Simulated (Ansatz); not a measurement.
Species: C6H11, charge 0, multiplicity 2. It need not be the lowest isomer of its formula. SMILES: C=C([CH]CC)C
Coordinates optimised at B3LYP-D3(BJ)/def2-TZVP (Ansatz, a quantum-chemistry and plane-wave program):
```
C
H 1 1.0854
C 1 1.3937 2 117.72
C 3 1.3787 1 121.21 2 -0.19
H 4 1.0811 3 121.54 1 179.99
H 4 1.0823 5 117.50 3 -179.98
C 1 1.4941 2 117.38 3 179.57
H 7 1.0977 1 109.91 2 126.50
H 7 1.0987 8 104.65 1 -117.89
C 3 1.5103 4 119.56 5 0.01
H 10 1.0890 3 111.20 4 0.46
H 10 1.0926 11 108.11 3 -122.34
H 10 1.0927 11 108.08 12 -115.37
C 7 1.5266 8 109.50 9 -117.12
H 14 1.0909 7 111.32 8 57.15
H 14 1.0921 15 107.92 7 121.95
H 14 1.0921 15 107.89 16 116.12
```
Charge 0, spin multiplicity 2.

Property: atomisation energy (electronic, to ground-state atoms), in kcal/mol. Cores are frozen in the correlated levels unless marked. UHF or UKS for open shells. Spin-orbit coupling is left out. Non-relativistic unless marked X2C. The coupled-cluster limit lacks core correlation, which all-electron functionals hold. CBS(X,Y): correlation extrapolated as X^-3; Hartree-Fock from the larger set. [CCSD(T)-MP2]/basis is that difference in the basis named.

| level | program | atomisation energy (kcal/mol) |
|---|---|---|
| HF/6-31G* | Ansatz | 1260.5 |
| PBE-D3(BJ)/def2-TZVPD | Ansatz + dftd3 | 1690.4 |
| revPBE-D4/def2-TZVPD | Ansatz + dftd4 | 1655.0 |
| r2SCAN/def2-TZVPD | Ansatz | 1659.4 |

Task: What does RI-MP2/CBS(cc-pVTZ,cc-pVQZ)+[CCSD(T)-MP2]/cc-pVTZ (Ansatz) give?

Result: 1650.5 kcal/mol
